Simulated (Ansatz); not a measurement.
The first iterations of a band of ClGeH3O + H2S (9 atoms, charge 0, multiplicity 1).

Level of theory: Ansatz 0.2.0, RKS BHLYP/def2-SVP.

```yaml
movable_images: 5
climbing_image: yes
spring: 5.0 eV/Å²
optimiser: quadratic models (default)
start_path: through a guess of the saddle point
force_threshold: 0.03 eV/Å
iteration_limit: 60
end_points: relaxed
```

Initial state:

```xyz
9
Properties=species:S:1:pos:R:3
Ge -0.214 0.264 -0.050
O -0.200 0.033 1.699
H -1.041 0.156 2.135
H 1.219 0.092 -0.510
H -0.883 1.586 -0.412
Cl -1.435 -1.295 -0.922
S 1.507 -3.031 1.390
H 0.399 -3.293 0.682
H 0.936 -1.984 2.007
```

Final state:

```xyz
9
Properties=species:S:1:pos:R:3
Ge -0.059 -0.671 -0.363
O 0.471 0.223 2.377
H -0.265 0.477 2.931
H 1.052 0.357 -0.422
H -1.385 -0.232 0.238
Cl -0.545 -1.197 -2.420
S 0.747 -2.505 0.622
H -0.370 -3.229 0.457
H 0.642 -0.694 2.597
```

| iteration | highest image above the first end (eV) | largest band force component (eV/Å) |
| --- | --- | --- |
| 1 | 4.110 | 3.979 |
| 2 | 2.633 | 2.580 |
| 3 | 1.889 | 1.800 |
| 4 | 1.475 | 4.323 |
| 5 | 1.259 | 1.087 |
| 6 | 1.212 | 3.599 |
| 7 | 1.130 | 0.583 |

**Question.** Does the band converge within its limit, and where does its top end?

**Answer.** The run converged. It ended after 23 iterations with the highest image 1.383 eV above the first end. A vibrational analysis at the climbing image gives one clearly imaginary mode, 758i cm⁻¹: a first-order saddle point. The orbitals stay closed-shell, which can raise the energy where a bond breaks towards radicals; this wasn't checked here.

Time of the run: 5.7 min on 2 threads of Arm Neoverse V2, on a shared host, peak memory 0.28 GiB.
